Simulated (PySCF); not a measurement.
PySCF input for Si(F)(Br)(OH)(OMe) (CH4BrFO2Si), SMILES O(C)[Si](F)(O)Br, PBE-D3(BJ)/def2-SVP. Geometry: PBE-D3(BJ)/def2-SVP. Other conformers were not sampled.

```python
import numpy as np
from pyscf import gto, scf, dft, df
from pyscf.hessian import thermo

mol = gto.M(
    atom='''
    C    -2.24126907   -0.10582039   -1.40453837
    O    -1.25548425    0.85568325   -1.05621228
    Si    0.25984643    0.51068367   -0.52986623
    O     1.11999622   -0.21824031   -1.73918048
    F     0.92544729    1.92593029   -0.10668491
    Br    0.23330045   -0.77826581    1.28988868
    H    -1.92510286   -0.71609891   -2.27823164
    H    -2.46234864   -0.78956922   -0.55526578
    H    -3.17022095    0.43624518   -1.66970953
    H     1.95679951   -0.63883921   -1.47423336
    ''',
    basis='def2-SVP',
    charge=0,
    spin=0,
    max_memory=1600,
    verbose=3,
)
mf = dft.RKS(mol, xc='pbe').density_fit(auxbasis='def2-universal-jkfit')
mf.disp = 'd3bj'
mf.grids.level = 3
mf.conv_tol = 1e-11
mf.max_cycle = 100
mf.kernel()

# [left out here: the lines that compute and print the analytic Hessian (its translational invariance restored by hand, since the grid's response is missing), thermochemistry and intensities]
```

Program output:

```
converged SCF energy = -3153.18141899567

WARN: DFTD3 does not support analytical Hessian, using finite difference


WARN: Mole.unit (angstrom) is changed to Bohr

Mode                                 0                   1                   2
Irrep
Freq [cm^-1]                       49.1618             94.9642            121.1531
Reduced mass [au]                   3.2288              1.0322              4.0655
Force const [Dyne/A]                0.0046              0.0055              0.0352
Char temp [K]                      70.7329            136.6324            174.3123
Normal mode                   x     y     z       x     y     z       x     y     z
       0   C                 0.05  0.02 -0.17   -0.00  0.00 -0.03    0.11 -0.12  0.05
       1   O                -0.04  0.03  0.06   -0.00 -0.01  0.01   -0.01  0.01  0.07
       2  Si                -0.03 -0.00  0.02    0.00 -0.01 -0.00    0.02  0.02  0.01
       3   O                -0.09 -0.03 -0.01    0.00 -0.01 -0.00   -0.07  0.03 -0.05
       4   F                 0.00 -0.01 -0.00    0.01 -0.01 -0.01    0.08 -0.01 -0.00
       5  Br                 0.03  0.00  0.02   -0.00  0.01  0.01   -0.03  0.01 -0.01
       6   H                 0.20  0.09 -0.16   -0.21  0.40 -0.38    0.22 -0.09  0.06
       7   H                -0.07 -0.04 -0.25    0.37 -0.37 -0.23    0.18 -0.13  0.05
       8   H                 0.07  0.01 -0.27   -0.16 -0.01  0.51    0.05 -0.24  0.02
       9   H                -0.14 -0.13 -0.02    0.04  0.06 -0.02   -0.01  0.08 -0.14
Mode                                 3                   4                   5
Irrep
Freq [cm^-1]                      161.4047            211.5654            249.6066
Reduced mass [au]                   2.3822              5.1895              2.6866
Force const [Dyne/A]                0.0366              0.1369              0.0986
Char temp [K]                     232.2255            304.3955            359.1283
Normal mode                   x     y     z       x     y     z       x     y     z
       0   C                 0.05 -0.01  0.04    0.02 -0.03  0.02    0.02 -0.01 -0.00
       1   O                -0.01  0.05  0.02    0.01  0.04 -0.10    0.01  0.04 -0.10
       2  Si                -0.00  0.04  0.02   -0.03 -0.00 -0.01   -0.03  0.04  0.03
       3   O                 0.02 -0.06  0.09   -0.04 -0.05  0.00   -0.08 -0.07  0.07
       4   F                -0.03  0.07 -0.07   -0.01 -0.06  0.14    0.02  0.04 -0.03
       5  Br                -0.00 -0.02 -0.02    0.02  0.03 -0.02    0.01 -0.02  0.00
       6   H                 0.06  0.03  0.01   -0.01 -0.05  0.02   -0.00 -0.03  0.01
       7   H                 0.12 -0.05  0.03    0.14 -0.01  0.07    0.09  0.03  0.04
       8   H                -0.00 -0.07  0.08   -0.03 -0.09  0.08   -0.01 -0.05  0.02
       9   H                -0.24 -0.48  0.26   -0.17 -0.27  0.07    0.25  0.51 -0.05
Mode                                 6                   7                   8
Irrep
Freq [cm^-1]                      269.1388            300.7939            357.7501
Reduced mass [au]                   5.9131              7.8264              5.5323
Force const [Dyne/A]                0.2524              0.4172              0.4172
Char temp [K]                     387.2308            432.7754            514.7227
Normal mode                   x     y     z       x     y     z       x     y     z
       0   C                 0.04  0.01  0.02    0.05  0.04  0.02   -0.07 -0.02 -0.03
       1   O                 0.05  0.05 -0.09    0.06 -0.00  0.06    0.04 -0.14 -0.04
       2  Si                 0.02 -0.00 -0.02    0.06 -0.03  0.00    0.04  0.05  0.05
       3   O                -0.03  0.07 -0.10   -0.05 -0.10 -0.04   -0.08 -0.00 -0.00
       4   F                -0.05  0.03 -0.04   -0.12  0.05  0.04    0.05  0.07  0.03
       5  Br                -0.00 -0.03  0.05   -0.01  0.01 -0.02   -0.00 -0.00 -0.01
       6   H                -0.00 -0.01  0.02    0.05  0.04  0.02   -0.16 -0.03 -0.05
       7   H                 0.12  0.04  0.06    0.01  0.03  0.01   -0.12 -0.01 -0.04
       8   H                 0.01 -0.02  0.07    0.07  0.07  0.01   -0.01  0.10  0.01
       9   H                -0.17 -0.23 -0.15    0.11  0.13 -0.19   -0.16 -0.21 -0.08
Mode                                 9                  10                  11
Irrep
Freq [cm^-1]                      452.2647            740.4291            786.9751
Reduced mass [au]                  16.5344              3.3799              1.9051
Force const [Dyne/A]                1.9926              1.0917              0.6952
Char temp [K]                     650.7082           1065.3127           1132.2819
Normal mode                   x     y     z       x     y     z       x     y     z
       0   C                -0.04 -0.02 -0.01    0.08  0.05  0.03   -0.01 -0.01 -0.00
       1   O                -0.06  0.01  0.03    0.09 -0.09  0.03   -0.01  0.01 -0.01
       2  Si                 0.02  0.08 -0.11   -0.04  0.05 -0.06   -0.01 -0.03  0.06
       3   O                 0.03 -0.08 -0.04   -0.05  0.03  0.02    0.02 -0.04 -0.13
       4   F                 0.02  0.05  0.06   -0.02 -0.06 -0.01    0.02  0.05  0.01
       5  Br                -0.00 -0.02  0.03   -0.00 -0.00  0.00   -0.00  0.00 -0.00
       6   H                -0.00 -0.01 -0.01    0.03  0.05  0.01   -0.01 -0.01 -0.00
       7   H                -0.04 -0.02 -0.02    0.03  0.05  0.01   -0.00 -0.01 -0.00
       8   H                -0.04 -0.03 -0.03    0.13  0.14  0.05   -0.02 -0.02 -0.00
       9   H                 0.06  0.04  0.08   -0.11  0.15  0.42   -0.09  0.20  0.67
Mode                                12                  13                  14
Irrep
Freq [cm^-1]                      910.6936            958.9595           1128.8404
Reduced mass [au]                   5.5080             10.2285              2.2293
Force const [Dyne/A]                2.6915              5.5420              1.6737
Char temp [K]                    1310.2854           1379.7292           1624.1500
Normal mode                   x     y     z       x     y     z       x     y     z
       0   C                 0.06  0.04  0.02    0.01  0.01  0.00   -0.04 -0.15  0.01
       1   O                 0.02 -0.05  0.01    0.00 -0.01 -0.00    0.10  0.09  0.03
       2  Si                -0.12 -0.03 -0.01   -0.02  0.11  0.07   -0.03  0.00 -0.01
       3   O                 0.06 -0.03 -0.03    0.07 -0.06 -0.08    0.00 -0.00 -0.00
       4   F                 0.05  0.09  0.03   -0.04 -0.09 -0.03   -0.00  0.00 -0.00
       5  Br                 0.00  0.00 -0.00    0.00 -0.00 -0.00    0.00  0.00 -0.00
       6   H                 0.05  0.06  0.01    0.02  0.02  0.00   -0.20  0.03 -0.17
       7   H                 0.04  0.04  0.02    0.00  0.00  0.00   -0.35 -0.12 -0.07
       8   H                 0.09  0.09  0.03    0.01  0.02  0.01    0.26  0.35  0.04
       9   H                 0.09 -0.13 -0.30    0.10 -0.09 -0.19    0.00 -0.01 -0.02
Mode                                15                  16                  17
Irrep
Freq [cm^-1]                     1136.0430           1178.1166           1421.6318
Reduced mass [au]                   1.2871              2.4808              1.0401
Force const [Dyne/A]                0.9787              2.0287              1.2385
Char temp [K]                    1634.5130           1695.0475           2045.4116
Normal mode                   x     y     z       x     y     z       x     y     z
       0   C                -0.04  0.02  0.12    0.13  0.01  0.05    0.03 -0.00 -0.04
       1   O                 0.01 -0.01 -0.05   -0.14 -0.02 -0.05    0.01  0.00 -0.01
       2  Si                 0.01 -0.00 -0.00    0.03 -0.00  0.01   -0.00  0.00 -0.00
       3   O                -0.00  0.00  0.00   -0.00  0.00  0.00    0.00 -0.00  0.00
       4   F                -0.00 -0.00  0.00    0.00 -0.00  0.00   -0.00  0.00  0.00
       5  Br                 0.00 -0.00  0.00    0.00 -0.00  0.00   -0.00 -0.00  0.00
       6   H                 0.44  0.43  0.01   -0.23  0.06 -0.13    0.34  0.04  0.08
       7   H                -0.22 -0.40 -0.26   -0.29  0.01 -0.05   -0.59  0.17 -0.04
       8   H                 0.03 -0.06 -0.31    0.29  0.31  0.09   -0.27 -0.20  0.59
       9   H                -0.00  0.00  0.01   -0.00  0.01  0.02    0.00  0.00 -0.00
Mode                                18                  19                  20
Irrep
Freq [cm^-1]                     1423.0543           1425.6850           2941.5585
Reduced mass [au]                   1.1093              1.0629              1.0337
Force const [Dyne/A]                1.3236              1.2729              5.2697
Char temp [K]                    2047.4583           2051.2433           4232.2477
Normal mode                   x     y     z       x     y     z       x     y     z
       0   C                 0.04  0.07  0.01    0.05 -0.01  0.03    0.02  0.04  0.00
       1   O                 0.02  0.02  0.01    0.03  0.00  0.01    0.00  0.00  0.00
       2  Si                -0.01  0.00 -0.00   -0.01  0.00 -0.00   -0.00  0.00 -0.00
       3   O                 0.00 -0.00 -0.00    0.00 -0.00 -0.00    0.00 -0.00 -0.00
       4   F                 0.00  0.00  0.00    0.00  0.00  0.00    0.00  0.00  0.00
       5  Br                 0.00 -0.00  0.00    0.00 -0.00  0.00    0.00 -0.00  0.00
       6   H                -0.36 -0.47  0.22   -0.42  0.30 -0.36    0.18 -0.32 -0.48
       7   H                -0.19 -0.44 -0.43   -0.25  0.24  0.14   -0.13 -0.40  0.52
       8   H                -0.12 -0.23 -0.03   -0.18 -0.53 -0.31   -0.32  0.20 -0.09
       9   H                 0.00 -0.00 -0.01    0.00 -0.00 -0.01    0.00  0.00 -0.00
Mode                                21                  22                  23
Irrep
Freq [cm^-1]                     3022.6526           3063.8082           3767.1194
Reduced mass [au]                   1.1067              1.1043              1.0668
Force const [Dyne/A]                5.9575              6.1074              8.9199
Char temp [K]                    4348.9241           4408.1378           5420.0460
Normal mode                   x     y     z       x     y     z       x     y     z
       0   C                -0.02 -0.00  0.09    0.06 -0.06  0.01    0.00 -0.00 -0.00
       1   O                 0.00  0.00 -0.00   -0.00  0.00  0.00   -0.00  0.00 -0.00
       2  Si                -0.00  0.00  0.00   -0.00 -0.00 -0.00    0.00  0.00  0.00
       3   O                 0.00 -0.00 -0.00   -0.00  0.00 -0.00    0.05 -0.03  0.01
       4   F                 0.00  0.00 -0.00    0.00  0.00  0.00   -0.00  0.00  0.00
       5  Br                -0.00  0.00 -0.00   -0.00  0.00  0.00   -0.00 -0.00  0.00
       6   H                 0.21 -0.38 -0.53   -0.08  0.15  0.24   -0.00  0.00  0.00
       7   H                 0.11  0.40 -0.50    0.05  0.13 -0.18    0.00 -0.00  0.00
       8   H                -0.06  0.03  0.00   -0.72  0.44 -0.21   -0.00  0.00 -0.00
       9   H                -0.00  0.00 -0.00    0.00 -0.00  0.00   -0.83  0.42 -0.24
temperature 298.1500 [K]
pressure 101325.00 [Pa]
Rotational constants [GHz] 2.27666 1.33784 1.09067
Symmetry number 1
Zero-point energy (ZPE) 0.05963 [Eh]   156551.521 [J/mol]
                           tot       elec      trans        rot        vib
Entropy [J/mol/K]       393.271      0.000    173.161    121.171     98.938
Cv [J/mol/K]            112.858      0.000     12.472     12.472     87.915
Cp [J/mol/K]            121.173      0.000     20.786     12.472     87.915
Internal energy [J/mol]                      3718.434   3718.434 171728.374
Internal energy [Eh]   -3153.11318  -3153.18142
Enthalpy [J/mol]                             6197.391   3718.434 171728.374
Enthalpy [Eh]          -3153.11223
Gibbs free energy [J/mol]                  -45430.697 -32408.761 142229.863
Gibbs free energy [Eh] -3153.15689
mode   freq/cm-1   IR/(km/mol)
   1       49.16         3.434
   2       94.96         0.882
   3      121.15         6.305
   4      161.40        25.240
   5      211.57         6.434
   6      249.61        47.048
   7      269.14        20.063
   8      300.79        46.095
   9      357.75         1.629
  10      452.26       115.276
  11      740.43        99.115
  12      786.98       287.801
  13      910.69        82.528
  14      958.96       121.875
  15     1128.84       146.574
  16     1136.04         1.958
  17     1178.12       173.558
  18     1421.63         5.714
  19     1423.05         4.858
  20     1425.69         3.936
  21     2941.56        50.611
  22     3022.65        23.565
  23     3063.81        18.627
  24     3767.12        96.287
max |gradient| / (hartree/bohr): 0.0001553511106380519
APT charges: [ 0.5097 -0.9616  2.097  -0.8128 -0.6172 -0.4571 -0.0312 -0.0193 -0.0166
  0.3091]
```

The run converged.
